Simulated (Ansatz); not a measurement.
Job for Ansatz (a program for electronic structure): R-PBE/def2-TZVPP on GeH3NS (SMILES [NH2][Ge][SH]), a point of a torsion scan.

Ansatz 0.2 input:
```yaml
crystal:
  periodic: [false, false, false]
  atoms:
    - {symbol: N, position_ang: [-1.14364397, 0.09044293, 0.13792044]}
    - {symbol: Ge, position_ang: [0.16327656, -0.82432208, 1.00399999]}
    - {symbol: S, position_ang: [1.90590521, 0.48962186, 0.35621061]}
    - {symbol: H, position_ang: [-1.08229182, 0.94612051, -0.39598285]}
    - {symbol: H, position_ang: [-2.10523673, -0.21293624, 0.16914934]}
    - {symbol: H, position_ang: [1.37006865, 0.85039258, -0.79887354]}
basis:
  gaussian:
    orbitals: def2-TZVPP
hamiltonian:
  xc: {name: PBE}
scf: {lower_state_search: off}
```

The head of its log:

```
WARN ansatz: RAYON_NUM_THREADS=1 ignored (pool sized by the plan → 1); use --threads N
Functional definition: PBE
these checks for a lower state are left out or cut short: stability, starts, cluster_reference, orbital_swaps, neighbouring_geometries, increment
integrals: 0.08 GiB planned
974 factors; their error is unknown
mean field: 0.53 GiB planned
mean field evaluation 1: about -68868.3364 eV, gradient 7.8e1 eV
mean field evaluation 2: about -68803.6412 eV, gradient 1.5e2 eV
```

What total energy does the run end on?

-2531.2826 hartree.
